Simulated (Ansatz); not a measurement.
Gas-phase electronic energies from Ansatz, PBE0-D4/def2-TZVP geometries. CBS: MP2 limit from def2 TZ/QZ plus the TZ coupled-cluster correction, frozen cores. This one scheme is used for every species. DFT in def2-TZVPP. For Ge outer-core shells are correlated without core-valence functions, which leaves a few kJ/mol of doubt a bond. Scalar relativity is left out up to krypton. Each species was taken in one conformer, which may not be the lowest.

Reaction (cleavage of the Ge–Al bond): `O=[CH][GeH2][AlH2]` + HCl → `O=[CH][GeH2][Cl]` + `[AlH3]`

```
             species  BHLYP-D4 energy (Eh)
`O=[CH][GeH2][AlH2]`           -2435.70391
                 HCl            -460.81729
  `O=[CH][GeH2][Cl]`           -2652.33408
            `[AlH3]`            -244.20487
```

Problem. Work out ΔE.

Solution. ΔE = (-2652.33408) + (-244.20487) − (-2435.70391) − (-460.81729) = -0.01775 Eh = -11.1 kcal/mol. CCSD(T)/CBS gives -8.4 kcal/mol.

Largest T1 diagnostic among the species: 0.015.

At CCSD(T), def2-SVP lies −1.5 kcal/mol from the extrapolated value and def2-TZVPP −0.4 kcal/mol. From r2SCAN to r2SCAN0 (25 % exact exchange), in def2-TZVPP and without D4, ΔE moves by −0.7 kcal/mol. In def2-TZVPP, CCSD(T) changes the Hartree–Fock value by +6.3 kcal/mol (the triples alone add +0.5 kcal/mol) and MP2 by +4.7 kcal/mol.
